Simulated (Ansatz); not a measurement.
Mulliken charges of Cl3F2HMoO (`[OH][Mo]([F])([F])([Cl])([Cl])[Cl]`) from PBE/def2-TZVPP in Ansatz (PBE0-D4/def2-TZVP geometry).

| atom | x (Å) | y (Å) | z (Å) | charge (e) |
| --- | --- | --- | --- | --- |
| O1 | -0.331 | -1.463 | 0.508 | -0.282 |
| Mo2 | -0.085 | 0.288 | 0.043 | 1.017 |
| F3 | 1.129 | 0.578 | 1.388 | -0.250 |
| F4 | -1.389 | 0.232 | -1.246 | -0.250 |
| Cl5 | 0.670 | 2.185 | -0.927 | -0.102 |
| Cl6 | -1.653 | 1.136 | 1.431 | -0.141 |
| Cl7 | 1.514 | -0.730 | -1.352 | -0.223 |
| H8 | 0.144 | -2.227 | 0.155 | 0.231 |

By hand: the dipole of these point charges (1 e Å = 4.8032 D).

Σ q r = (-0.068, -0.232, 0.095) e Å, of length 0.260 e Å = 1.25 D.

How does the dipole of the full density compare? (An estimate is asked.)

The calculation gave: (-0.077, -0.312, 0.114) e Å, 1.64 D; the point charges give 0.76 times that, at 3° from its direction.

Point charges leave out the atoms' own dipoles, such as those of lone pairs, and Mulliken's split depends on the basis, so the two needn't agree.
